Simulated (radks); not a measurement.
All-electron atom: Kr V in [Ar] 3d10 4s2 4p2. Method: Dirac Kohn-Sham, PBE, spin-unpolarised, spherical densities, point nucleus; open shells are shared between the two j in proportion to 2j + 1; computed with a radial shooting solver on a logarithmic mesh with Libxc functionals.

Normalised radial functions P(r) = r R(r) (large component), r in bohr:

r,4d5/2
0.003129,0.0000
0.003585,0.0000
0.004107,0.0000
0.004705,0.0000
0.00539,0.0000
0.006176,0.0001
0.007075,0.0001
0.008106,0.0001
0.009213,0.0002
0.01056,0.0003
0.01209,0.0004
0.01385,0.0006
0.01587,0.0008
0.01819,0.0012
0.02083,0.0018
0.02387,0.0026
0.02735,0.0037
0.03108,0.0052
0.03561,0.0075
0.0408,0.0106
0.04674,0.0149
0.05355,0.0208
0.06135,0.0287
0.07029,0.0392
0.08053,0.0528
0.09226,0.0703
0.1049,0.0907
0.1201,0.1169
0.1376,0.1478
0.1577,0.1828
0.1807,0.2209
0.207,0.2599
0.2371,0.2965
0.2717,0.3270
0.3113,0.3466
0.3538,0.3507
0.4053,0.3351
0.4643,0.2957
0.532,0.2305
0.6095,0.1398
0.6983,0.0260
0.8,-0.1063
0.9166,-0.2500
1.05,-0.3958
1.193,-0.5251
1.367,-0.6412
1.567,-0.7213
1.795,-0.7539
2.056,-0.7339
2.356,-0.6655
2.699,-0.5600
3.092,-0.4330
3.543,-0.3035
4.026,-0.1964
4.613,-0.1097
5.285,-0.0535
6.055,-0.0223
6.937,-0.0078

4d5/2 (empty): eigenvalue -33.335 eV, 1 radial node at r = 0.718 bohr, <r> = 2.11 bohr, 90 % of the charge inside 3.15 bohr.
